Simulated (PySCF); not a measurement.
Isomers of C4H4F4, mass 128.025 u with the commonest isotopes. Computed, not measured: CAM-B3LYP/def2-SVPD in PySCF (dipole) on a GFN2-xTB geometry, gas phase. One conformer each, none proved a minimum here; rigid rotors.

Question: Order these by rotational constant B, largest first.
A. `[F:1][CH2:2]/[CH:3]=[C:4](\[F:5])[CH:6]([F:7])[F:8]` with F1–C2–C3–C4 -174°, C3–C4–C6–F7 59°
B. `[F:1][C@@H:2]1[CH2:3][C@H:4]([F:5])[C:6]1([F:7])[F:8]` with F1–C2–C3–C4 -130°, C2–C3–C4–F5 130°, C3–C4–C6–F7 106°, F1–C2–C6–C4 130°
C. `[F:1][CH2:2][C@H:3]([F:4])[CH:5]=[C:6]([F:7])[F:8]` with F1–C2–C3–F4 -172°, C2–C3–C5–C6 66°
D. `[F:1][C:2]([F:3])=[CH:4][CH2:5][CH:6]([F:7])[F:8]` with C2–C4–C5–C6 -118°, C4–C5–C6–F7 -179°
E. `[F:1][CH2:2]/[CH:3]=[CH:4]\[C:5]([F:6])([F:7])[F:8]` with F1–C2–C3–C4 176°

Answer: B (1965 MHz), C (1296 MHz), E (1081 MHz), A (1030 MHz), D (882.7 MHz).

Question: Order these by dipole moment, smallest first.
A. `[F:1][C:2]([F:3])=[CH:4][CH2:5][CH:6]([F:7])[F:8]` with C2–C4–C5–C6 -118°, C4–C5–C6–F7 -179°
B. `[F:1][C@@H:2]1[CH2:3][C@H:4]([F:5])[C:6]1([F:7])[F:8]` with F1–C2–C3–C4 -130°, C2–C3–C4–F5 130°, C3–C4–C6–F7 106°, F1–C2–C6–C4 130°
C. `[F:1][CH2:2]/[CH:3]=[CH:4]\[C:5]([F:6])([F:7])[F:8]` with F1–C2–C3–C4 176°
D. `[F:1][CH2:2]/[CH:3]=[C:4](\[F:5])[CH:6]([F:7])[F:8]` with F1–C2–C3–C4 -174°, C3–C4–C6–F7 59°
E. `[F:1][CH2:2][C@H:3]([F:4])[CH:5]=[C:6]([F:7])[F:8]` with F1–C2–C3–F4 -172°, C2–C3–C5–C6 66°

Answer: A (0.72 D), E (1.05 D), C (1.44 D), D (1.64 D), B (3.45 D).

Question: Order these by out-of-plane moment Σ m c² = (Ia + Ib − Ic)/2, largest first.
A. `[F:1][C:2]([F:3])=[CH:4][CH2:5][CH:6]([F:7])[F:8]` with C2–C4–C5–C6 -118°, C4–C5–C6–F7 -179°
B. `[F:1][CH2:2]/[CH:3]=[CH:4]\[C:5]([F:6])([F:7])[F:8]` with F1–C2–C3–C4 176°
C. `[F:1][C@@H:2]1[CH2:3][C@H:4]([F:5])[C:6]1([F:7])[F:8]` with F1–C2–C3–C4 -130°, C2–C3–C4–F5 130°, C3–C4–C6–F7 106°, F1–C2–C6–C4 130°
D. `[F:1][CH2:2]/[CH:3]=[C:4](\[F:5])[CH:6]([F:7])[F:8]` with F1–C2–C3–C4 -174°, C3–C4–C6–F7 59°
E. `[F:1][CH2:2][C@H:3]([F:4])[CH:5]=[C:6]([F:7])[F:8]` with F1–C2–C3–F4 -172°, C2–C3–C5–C6 66°

Answer: C (63.49 u·Å²), E (54.47 u·Å²), D (46.07 u·Å²), B (45.51 u·Å²), A (14.90 u·Å²).

```json
{"SMILES": "FC/C=C\\C(F)(F)F", "point group": "near Cs", "Ia (u·Å²)": "111.80", "Ib (u·Å²)": "467.35", "Ic (u·Å²)": "488.13", "κ": "-0.97", "μa (D)": "0.27", "μb (D)": "1.41", "μc (D)": "0.14"}
{"SMILES": "FC/C=C(\\F)C(F)F", "point group": "near Cs", "Ia (u·Å²)": "153.79", "Ib (u·Å²)": "490.46", "Ic (u·Å²)": "552.11", "κ": "-0.90", "μa (D)": "0.10", "μb (D)": "1.63", "μc (D)": "0.13"}
{"SMILES": "FC[C@H](F)C=C(F)F", "point group": "C1", "Ia (u·Å²)": "174.18", "Ib (u·Å²)": "389.96", "Ic (u·Å²)": "455.20", "κ": "-0.79", "μa (D)": "0.70", "μb (D)": "0.06", "μc (D)": "0.78"}
{"SMILES": "FC(F)=CCC(F)F", "point group": "C1", "Ia (u·Å²)": "107.20", "Ib (u·Å²)": "572.55", "Ic (u·Å²)": "649.94", "κ": "-0.95", "μa (D)": "0.67", "μb (D)": "0.21", "μc (D)": "0.17"}
{"SMILES": "F[C@@H]1C[C@H](F)C1(F)F", "point group": "Cs", "Ia (u·Å²)": "200.22", "Ib (u·Å²)": "257.25", "Ic (u·Å²)": "330.48", "κ": "-0.12", "μa (D)": "0.00", "μb (D)": "1.94", "μc (D)": "2.85"}
```
